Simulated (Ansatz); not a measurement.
Ansatz (an electronic-structure program) input (B3LYP-D3(BJ)/def2-TZVP):

Ansatz 0.2 input:
```yaml
crystal:
  periodic: [false, false, false]
  atoms:
    - {symbol: Si, position_ang: [-0.32695912, 0.81135534, 0.11543337]}
    - {symbol: C, position_ang: [1.38425304, 0.53910808, -0.65952169]}
    - {symbol: C, position_ang: [-1.39325532, -0.74957013, 0.28833344]}
    - {symbol: F, position_ang: [-0.01319388, 1.27002264, 1.65851666]}
    - {symbol: H, position_ang: [1.93788793, -0.20327072, -0.08596442]}
    - {symbol: H, position_ang: [1.30950421, 0.18606547, -1.68260646]}
    - {symbol: H, position_ang: [1.96695985, 1.45511986, -0.66251289]}
    - {symbol: H, position_ang: [-1.62305575, -1.18543352, -0.67813490]}
    - {symbol: H, position_ang: [-2.33122481, -0.53430519, 0.79069964]}
    - {symbol: H, position_ang: [-0.86464829, -1.49665240, 0.87885190]}
basis:
  gaussian:
    orbitals: def2-TZVP
hamiltonian:
  xc: b3lyp
  dispersion: d3bj
magnetization: {spin_polarized: true, initial_magnetization: 1}
relax: {f_tol: 0.002, max_steps: 150}
```

Output:

```
Functional definition: B3LYP
integrals: 0.07 GiB planned
1041 factors; their error is unknown
mean field: 0.91 GiB planned
mean field evaluation 1: about -12757.4163 eV, gradient 5.6e1 eV
mean field evaluation 2: about -12749.2815 eV, gradient 6.7e1 eV
mean field evaluation 4: about -12770.3774 eV, gradient 4.8e0 eV
mean field evaluation 8: about -12770.4511 eV, gradient 2.1e-2 eV
mean field evaluation 16: about -12770.4727 eV, gradient 7.9e-5 eV
mean field -12770.47268314 eV, -469.3062149680 hartree, gradient 1.9e-5 eV, S^2 0.751340; 0 other end points of the search recorded, 0 dependent functions left out
the calculation of the forces begins
reference -12770.47294017 eV, -469.3062244138 hartree; 21, 20 occupied and 145, 146 virtual orbitals, 1041 factors
relax step   1: F+E_penalty+E_count = -12770.79750039 eV  Δ(F+E_penalty+E_count) = +0.000e0 eV  max|allowed force component| = 5.590e-1 eV/Å  Δτ_max = 0.0000 Å  (30 SCF iters, accepted)
these checks for a lower state are left out or cut short: starts, cluster_reference, orbital_swaps, neighbouring_geometries, increment
integrals: 0.07 GiB planned
1041 factors; their error is unknown
mean field: 0.91 GiB planned
mean field -12770.49436702 eV, -469.3070118361 hartree, gradient 1.2e-5 eV, S^2 0.751309; 0 other end points of the search recorded, 0 dependent functions left out
the calculation of the forces begins
reference -12770.49462381 eV, -469.3070212728 hartree; 21, 20 occupied and 145, 146 virtual orbitals, 1041 factors
relax step   2: F+E_penalty+E_count = -12770.82134505 eV  Δ(F+E_penalty+E_count) = -2.384e-2 eV  max|allowed force component| = 3.310e-1 eV/Å  Δτ_max = 0.0475 Å  (33 SCF iters, accepted)
these checks for a lower state are left out or cut short: starts, cluster_reference, orbital_swaps, neighbouring_geometries, increment
integrals: 0.07 GiB planned
1041 factors; their error is unknown
mean field: 0.91 GiB planned
mean field evaluation 32: about -12770.4974 eV, gradient 2.0e-5 eV
mean field -12770.49736255 eV, -469.3071219198 hartree, gradient 2.0e-5 eV, S^2 0.751280; 0 other end points of the search recorded, 0 dependent functions left out
the calculation of the forces begins
reference -12770.49761953 eV, -469.3071313637 hartree; 21, 20 occupied and 145, 146 virtual orbitals, 1041 factors
relax step   3: F+E_penalty+E_count = -12770.82516918 eV  Δ(F+E_penalty+E_count) = -3.824e-3 eV  max|allowed force component| = 2.032e-1 eV/Å  Δτ_max = 0.0603 Å  (32 SCF iters, accepted)
these checks for a lower state are left out or cut short: starts, cluster_reference, orbital_swaps, neighbouring_geometries, increment
integrals: 0.07 GiB planned
1041 factors; their error is unknown
mean field: 0.91 GiB planned
mean field -12770.49848499 eV, -469.3071631686 hartree, gradient 1.3e-5 eV, S^2 0.751293; 0 other end points of the search recorded, 0 dependent functions left out
the calculation of the forces begins
reference -12770.49874136 eV, -469.3071725900 hartree; 21, 20 occupied and 145, 146 virtual orbitals, 1041 factors
relax step   4: F+E_penalty+E_count = -12770.82734801 eV  Δ(F+E_penalty+E_count) = -2.179e-3 eV  max|allowed force component| = 5.136e-2 eV/Å  Δτ_max = 0.0237 Å  (33 SCF iters, accepted)
these checks for a lower state are left out or cut short: starts, cluster_reference, orbital_swaps, neighbouring_geometries, increment
integrals: 0.07 GiB planned
1041 factors; their error is unknown
mean field: 0.91 GiB planned
mean field -12770.49933983 eV, -469.3071945835 hartree, gradient 1.3e-5 eV, S^2 0.751291; 0 other end points of the search recorded, 0 dependent functions left out
the calculation of the forces begins
reference -12770.49959635 eV, -469.3072040104 hartree; 21, 20 occupied and 145, 146 virtual orbitals, 1041 factors
relax step   5: F+E_penalty+E_count = -12770.82778124 eV  Δ(F+E_penalty+E_count) = -4.332e-4 eV  max|allowed force component| = 1.241e-2 eV/Å  Δτ_max = 0.0104 Å  (33 SCF iters, accepted)
these checks for a lower state are left out or cut short: starts, cluster_reference, orbital_swaps, neighbouring_geometries, increment
integrals: 0.07 GiB planned
1041 factors; their error is unknown
mean field: 0.91 GiB planned
mean field -12770.49928772 eV, -469.3071926684 hartree, gradient 1.2e-5 eV, S^2 0.751291; 0 other end points of the search recorded, 0 dependent functions left out
the calculation of the forces begins
reference -12770.49954419 eV, -469.3072020936 hartree; 21, 20 occupied and 145, 146 virtual orbitals, 1041 factors
relax step   6: F+E_penalty+E_count = -12770.82779739 eV  Δ(F+E_penalty+E_count) = -1.615e-5 eV  max|allowed force component| = 3.077e-3 eV/Å  Δτ_max = 0.0024 Å  (25 SCF iters, accepted)
these checks for a lower state are left out or cut short: starts, cluster_reference, orbital_swaps, neighbouring_geometries, increment
integrals: 0.07 GiB planned
1041 factors; their error is unknown
mean field: 0.91 GiB planned
mean field -12770.49924535 eV, -469.3071911113 hartree, gradient 1.9e-5 eV, S^2 0.751291; 0 other end points of the search recorded, 0 dependent functions left out
the calculation of the forces begins
reference -12770.49950168 eV, -469.3072005314 hartree; 21, 20 occupied and 145, 146 virtual orbitals, 1041 factors
relax step   7: F+E_penalty+E_count = -12770.82780686 eV  Δ(F+E_penalty+E_count) = -9.465e-6 eV  max|allowed force component| = 8.880e-3 eV/Å  Δτ_max = 0.0050 Å  (26 SCF iters, accepted)
these checks for a lower state are left out or cut short: starts, cluster_reference, orbital_swaps, neighbouring_geometries, increment
integrals: 0.07 GiB planned
1041 factors; their error is unknown
mean field: 0.91 GiB planned
mean field evaluation 64: about -12770.4992 eV, gradient 1.7e-5 eV
mean field -12770.49922498 eV, -469.3071903627 hartree, gradient 1.7e-5 eV, S^2 0.751291; 0 other end points of the search recorded, 0 dependent functions left out
the calculation of the forces begins
reference -12770.49948128 eV, -469.3071997818 hartree; 21, 20 occupied and 145, 146 virtual orbitals, 1041 factors
relax step   8: F+E_penalty+E_count = -12770.82779207 eV  Δ(F+E_penalty+E_count) = +1.478e-5 eV  max|allowed force component| = 2.234e-2 eV/Å  Δτ_max = 0.0017 Å  (25 SCF iters, rejected (line search))
these checks for a lower state are left out or cut short: starts, cluster_reference, orbital_swaps, neighbouring_geometries, increment
integrals: 0.07 GiB planned
1041 factors; their error is unknown
mean field: 0.91 GiB planned
mean field -12770.49924924 eV, -469.3071912543 hartree, gradient 1.0e-5 eV, S^2 0.751291; 0 other end points of the search recorded, 0 dependent functions left out
the calculation of the forces begins
reference -12770.49950557 eV, -469.3072006744 hartree; 21, 20 occupied and 145, 146 virtual orbitals, 1041 factors
relax step   9: F+E_penalty+E_count = -12770.82780972 eV  Δ(F+E_penalty+E_count) = -2.862e-6 eV  max|allowed force component| = 1.044e-3 eV/Å  Δτ_max = 0.0008 Å  (24 SCF iters, accepted)
integrals: 0.07 GiB planned
1041 factors; their error is unknown
mean field: 0.91 GiB planned
mean field -12770.49924924 eV, -469.3071912543 hartree, gradient 1.0e-5 eV, S^2 0.751291; 1 other end points of the search recorded, 0 dependent functions left out
the calculation of the forces begins
reference -12770.49950557 eV, -469.3072006744 hartree; 21, 20 occupied and 145, 146 virtual orbitals, 1041 factors
Total energy: -12770.82806605 eV, -469.3192750493 hartree
Atom 0 at    -0.320243     0.829754     0.159511 Å, force    -0.000341     0.001044     0.000371 eV/Å
Atom 1 at     1.346536     0.514579    -0.641150 Å, force     0.000102    -0.000152    -0.000116 eV/Å
Atom 2 at    -1.348288    -0.734869     0.276333 Å, force    -0.000027    -0.000203    -0.000109 eV/Å
Atom 3 at    -0.036767     1.331522     1.675367 Å, force    -0.000111    -0.000351    -0.000399 eV/Å
Atom 4 at     1.893413    -0.243520    -0.071362 Å, force     0.000513     0.000427    -0.000175 eV/Å
Atom 5 at     1.216942     0.151290    -1.662559 Å, force     0.000141     0.000123     0.000276 eV/Å
Atom 6 at     1.951660     1.421119    -0.674057 Å, force     0.000007    -0.000565    -0.000137 eV/Å
Atom 7 at    -1.550595    -1.134033    -0.719560 Å, force    -0.000105     0.000163     0.000418 eV/Å
Atom 8 at    -2.301979    -0.550290     0.771780 Å, force     0.000322    -0.000330    -0.000153 eV/Å
Atom 9 at    -0.804411    -1.493114     0.848791 Å, force    -0.000502    -0.000157     0.000025 eV/Å
Dipole moment:     0.015410    -0.247914    -0.292291 e Å
```

It need not be the lowest isomer of its formula.
